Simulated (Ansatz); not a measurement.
Species: GeAsH5, charge 0, singlet. GeAsH5 (SMILES [AsH2][GeH3]).
B3LYP-D3(BJ)/def2-TZVP minimum from Ansatz (a program for electronic structure):
```xyz
7

Ge    -1.1684     0.1105     0.2683
As     1.1952    -0.1020    -0.3334
H     -1.9709    -0.9093    -0.5590
H     -1.6358     1.5289    -0.1036
H     -1.4340    -0.1324     1.7641
H      1.3468    -1.3974     0.4587
H      1.6407     0.7407     0.8581
```
Charge 0, spin multiplicity 1.

Total energies in cc-pVTZ, 14 correlated electrons, 28 frozen orbitals. Open shells are spin-unrestricted; no spin-orbit coupling. Correlated methods leave the cores frozen (noble-gas shells, and filled d and f shells in the p block). No relativity.

| method | program | energy (Eh) | minus CCSDT(Q) (mEh) |
|---|---|---|---|
| HF | Ansatz | -4312.55659 | 329.82 |
| MP2 | Ansatz | -4312.82951 | 56.89 |
| CCSD | Ansatz | -4312.87369 | 12.72 |
| CCSD(T) | Ansatz | -4312.88465 | 1.76 |
| CCSDT(Q) | Ansatz | -4312.88641 | 0.00 |

Rough core times of Ansatz's runs on a shared machine: CCSD(T) 20 s, CCSDT(Q) 40 min.
